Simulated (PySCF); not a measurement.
**Atomic charges against the basis set**

C5H10Si.
Geometry (PBE0-D3(BJ)/def2-SVP, Å), atoms numbered from 1 in this order:
```xyz
16
C5H10Si angstrom
C      2.4124    0.2902   -0.2548
C      1.1287   -0.0507   -0.3736
C      0.0089    0.4900    0.4590
C     -1.1301    1.0964   -0.4286
Si    -2.0667   -0.5386   -0.2200
C     -0.7854   -0.6561    1.1721
H      2.7402    1.0204    0.4923
H      3.1822   -0.1454   -0.8969
H      0.8456   -0.7882   -1.1379
H      0.4262    1.2215    1.1709
H     -0.8173    1.4656   -1.4154
H     -1.6414    1.9163    0.1004
H     -1.8648   -1.5150   -1.3355
H     -3.5237   -0.5158    0.1205
H     -1.2068   -0.3015    2.1261
H     -0.2186   -1.5774    1.3668
```

PBE0 throughout (PySCF), one geometry, spherical d and f functions. Isolated species at its PBE0-D3(BJ)/def2-SVP geometry (one conformer only). Atoms taken as equivalent share a column and are averaged. The first 7 of 13 kinds of atom are listed.

Mulliken charges (e):

```csv
basis,functions,C1,C2,C3,C4/C6,Si5,H7,H8
STO-3G,44,-0.177,-0.080,-0.072,-0.302,+0.603,+0.076,+0.077
6-31G,78,-0.372,-0.030,-0.293,-0.597,+0.693,+0.154,+0.156
6-31G*,108,-0.410,-0.054,-0.233,-0.537,+0.463,+0.166,+0.169
def2-SVP,138,-0.082,-0.020,-0.196,-0.210,+0.406,+0.043,+0.049
"6-311+G(2d,p)",230,-0.481,+0.049,+0.312,-0.607,+0.475,+0.110,+0.119
def2-TZVP,252,-0.275,-0.249,+0.169,-0.373,+0.193,+0.119,+0.127
```

IAO charges (e):

| basis | functions | C1 | C2 | C3 | C4/C6 | Si5 | H7 | H8 |
| --- | --- | --- | --- | --- | --- | --- | --- | --- |
| STO-3G | 44 | -0.271 | -0.136 | -0.130 | -0.502 | +0.754 | +0.127 | +0.132 |
| 6-31G | 78 | -0.325 | -0.127 | -0.103 | -0.529 | +0.597 | +0.144 | +0.151 |
| 6-31G* | 108 | -0.314 | -0.124 | -0.096 | -0.539 | +0.711 | +0.139 | +0.146 |
| def2-SVP | 138 | -0.309 | -0.121 | -0.097 | -0.536 | +0.727 | +0.136 | +0.143 |
| 6-311+G(2d,p) | 230 | -0.332 | -0.127 | -0.101 | -0.557 | +0.743 | +0.145 | +0.153 |
| def2-TZVP | 252 | -0.331 | -0.127 | -0.101 | -0.560 | +0.753 | +0.144 | +0.152 |

Hirshfeld charges (e):

| basis | functions | C1 | C2 | C3 | C4/C6 | Si5 | H7 | H8 |
| --- | --- | --- | --- | --- | --- | --- | --- | --- |
| STO-3G | 44 | -0.074 | -0.031 | +0.010 | -0.109 | +0.367 | +0.023 | +0.024 |
| 6-31G | 78 | -0.110 | -0.034 | -0.007 | -0.152 | +0.297 | +0.041 | +0.044 |
| 6-31G* | 108 | -0.109 | -0.035 | -0.007 | -0.152 | +0.292 | +0.041 | +0.044 |
| def2-SVP | 138 | -0.108 | -0.034 | -0.014 | -0.160 | +0.331 | +0.041 | +0.044 |
| 6-311+G(2d,p) | 230 | -0.109 | -0.042 | -0.033 | -0.166 | +0.337 | +0.044 | +0.045 |
| def2-TZVP | 252 | -0.112 | -0.039 | -0.028 | -0.167 | +0.331 | +0.044 | +0.046 |

Q: Which scheme is steadiest as the basis changes?

A: Largest range over the bases for any column: Hirshfeld 0.08 e, IAO 0.16 e, Mulliken 0.60 e. Hirshfeld charges move least and Mulliken charges most, counted in e. Without the minimal STO-3G basis the ranges are Hirshfeld 0.04, IAO 0.16, Mulliken 0.60 e.

Q: How much do the charges still move between the two largest bases, 6-311+G(2d,p) and def2-TZVP?

A: At most, over all atoms: Mulliken 0.297 e, IAO 0.009 e, Hirshfeld 0.006 e.

Q: What do the same runs give for the total energy, the frontier levels and the dipole moment?

A: 
| basis | energy (Eh) | HOMO (eV) | LUMO (eV) | μ (D) |
| --- | --- | --- | --- | --- |
| STO-3G | -479.9665 | -5.38 | 3.81 | 0.78 |
| 6-31G | -485.5323 | -7.14 | 0.54 | 0.47 |
| 6-31G* | -485.6061 | -7.09 | 0.49 | 0.52 |
| def2-SVP | -485.3995 | -7.31 | 0.37 | 0.45 |
| 6-311+G(2d,p) | -485.6923 | -7.37 | -0.13 | 0.49 |
| def2-TZVP | -485.7081 | -7.36 | 0.06 | 0.49 |

The dipole is fixed by the density alone, so its range of 0.33 D shows that the density itself changes with the basis, not only its division among atoms.
